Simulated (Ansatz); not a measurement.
Job for Ansatz (a program for electronic structure): U-B3LYP/def2-TZVPP on AlBr2 (SMILES [Br][Al][Br]).

Ansatz 0.2 input:
```yaml
crystal:
  periodic: [false, false, false]
  atoms:
    - {symbol: Al, position_ang: [0.00369493, 0.00506322, -0.76310838]}
    - {symbol: Br, position_ang: [1.97369120, -0.00626987, 0.39109652]}
    - {symbol: Br, position_ang: [-1.97738613, 0.00120665, 0.37201186]}
basis:
  gaussian:
    orbitals: def2-TZVPP
hamiltonian:
  xc: {name: B3LYP}
magnetization: {spin_polarized: true, initial_magnetization: 1}
```

**Question.** Predict the final total energy.

**Answer.** -5390.9237 hartree.

**Question.** How many basis functions does it have, and what does it roughly cost on one machine?

**Answer.** 138 functions; about 9 core-seconds (a rough figure).
